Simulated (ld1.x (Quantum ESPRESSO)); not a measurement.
**Bi: variants of one TM potential**

Base potential:

```json
{"Element": "bismuth (Bi)", "Generator": "ld1.x (Quantum ESPRESSO) 7.5", "Type": "norm-conserving Troullier–Martins (Kleinman–Bylander form)", "Functional": "LDA (PZ)", "Relativity": "scalar-relativistic", "Frozen core": "[Xe] 4f14", "Valence charge": "15", "Reference configuration": "5d10 6s2 6p2.5 (charge +0.5)", "Partial waves": "6p (bound): rc 2.55 bohr; 5d (bound): rc 1.75 bohr; 6s (bound): rc 1.85 bohr", "Local potential": "the s channel", "Core correction": "a·sin(br)/r model core, default radius (core density twice the valence density)"}
```

Cutoffs, loose and tight: the cutoffs (Ry, on a coarse ladder) from which the occupation-weighted sum of valence levels, in a spherical-Bessel basis at the reference potential, stays within 10 and 1 mRy of its value at 400 Ry. They do not see the model core or the augmentation charge, which bear on the density cutoff. Test errors are all-electron minus pseudo excitation energies from the reference, over the configurations 5d10 6s2 6p3; 5d10 6s2 6p2; 5d10 6s2 6p1; 5d10 6s2 6p3.3; 5d10 6s1 6p4; 5d9 6s2 6p3; 5d10 6s1 6p3 (two spin-polarised tests are not counted in the largest error). A dash means not determined; rows that change the core or the reference have their own tests. The largest error is taken over the tests solved by every variant that gives reliable tests at all: 5d10 6s1 6p3; 5d10 6s1 6p4; 5d10 6s2 6p1; 5d10 6s2 6p2; 5d10 6s2 6p3.3; 5d9 6s2 6p3.

```tsv
change	outcome	cutoff, loose	cutoff, tight	bound ghosts	largest test error (meV)
base	generated	55 Ry	90 Ry	none	-203
all radii but the core radius scaled by about 0.75 (s 1.38, p 1.92, d 1.32 bohr)	generated	110 Ry	180 Ry	none	-14
all radii but the core radius scaled by about 0.90 (s 1.68, p 2.30, d 1.58 bohr)	generated	60 Ry	100 Ry	none	-195
all radii but the core radius scaled by about 0.95 (s 1.74, p 2.42, d 1.66 bohr)	generated	60 Ry	100 Ry	none	-201
all radii but the core radius scaled by about 1.09 (s 2.02, p 2.78, d 1.92 bohr)	generated	55 Ry	90 Ry	none	-172
all radii but the core radius scaled by about 1.17 (s 2.16, p 2.98, d 2.04 bohr)	generated	50 Ry	90 Ry	none	-135
all radii but the core radius scaled by about 1.26 (s 2.34, p 3.22, d 2.20 bohr)	generated	50 Ry	90 Ry	none	-52
all radii but the core radius scaled by about 1.32 (s 2.44, p 3.36, d 2.30 bohr)	generated	50 Ry	80 Ry	none	-18
all radii but the core radius scaled by about 1.38 (s 2.54, p 3.52, d 2.42 bohr)	generated	45 Ry	80 Ry	none	+58
```

Q: What comes out with this change to the base: all radii but the core radius scaled by about 0.84 (s 1.56, p 2.14, d 1.48 bohr)?

A: outcome: generated; cutoff, loose: 60 Ry; cutoff, tight: 110 Ry; bound ghosts: none; largest test error (meV): -155.

Reading the sweep of the scale of all radii but the core radius (base = 1) (base included, trends over the rows without a ghost): The loose cutoff falls from 110 Ry at 0.75 to 45 Ry at 1.38. A larger radius leaves more room for a smooth pseudo-wave, so fewer plane waves are needed; a smaller one forces it to follow the all-electron wave where it bends sharply. The median size of the test errors (rows with all tests solved) is not monotonic: lowest 2.1 meV at 1.09, highest 5.3 meV at 0.9.
